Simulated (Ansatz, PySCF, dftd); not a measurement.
Species: BH3S3, charge 0, singlet. BH3S3 (borotrithioic acid, SMILES B(S)(S)S).
B3LYP-D3(BJ)/def2-TZVP minimum from Ansatz (a first-principles code):
```xyz
7

B      0.0084     0.0087    -0.0030
S     -1.6917    -0.6211     0.0157
H     -1.4397    -1.7751     0.6562
S      0.2205     1.6217    -0.7966
H      1.5453     1.7429    -0.6206
S      1.3148    -0.9903     0.7474
H      2.3568    -0.1757     0.5149
```
Charge 0, spin multiplicity 1.

Quantity: enthalpy of formation at 298 K (by atomisation, with rigid-rotor harmonic-oscillator terms from PySCF's Hessian at B3LYP-D3(BJ)/def2-TZVP and the atoms' measured values of the G2/97 table; no spin-orbit terms), in kcal/mol. Open shells are spin-unrestricted; no spin-orbit coupling. Correlated methods leave the cores frozen. Rows without X2C or -DK are non-relativistic. CBS(X,Y): correlation extrapolated as X^-3, Hartree-Fock from the larger set. A bracket is a step between two methods taken in the basis named. The functionals are non-relativistic, so their misses hold any scalar relativity. Double hybrids freeze cores in their MP2 part. '+ core + X2C': CCSD(T) terms for core correlation (cc-pwCVTZ, 1s frozen past Ne) and scalar relativity (cc-pVTZ-DK). For partners of very few electrons the exact lower level stands in for a higher one.

```tsv
level	program	enthalpy of formation at 298 K (kcal/mol)	difference against the last row
r2SCAN-D3(BJ)/def2-TZVPD	Ansatz + dftd3	-46.6	-6.5
r2SCAN/def2-TZVPD	Ansatz	-45.3	-5.2
CAM-B3LYP/def2-TZVPD	Ansatz	-29.6	10.5
wB97X-V/def2-TZVPD	Ansatz	-42.9	-2.8
wB97M-V/def2-TZVPD	Ansatz	-44.2	-4.1
B2GP-PLYP/def2-TZVPD	Ansatz	-26.2	13.9
MP2/cc-pV(T+d)Z	Ansatz	-30.7	9.4
CCSDT(Q)/cc-pV(D+d)Z	Ansatz	7.3	47.4
CCSD(T)/CBS(cc-pV(T+d)Z,cc-pV(Q+d)Z) + [CCSDT(Q) - CCSD(T)]/cc-pV(D+d)Z + core + X2C	Ansatz	-40.1	0.0
```
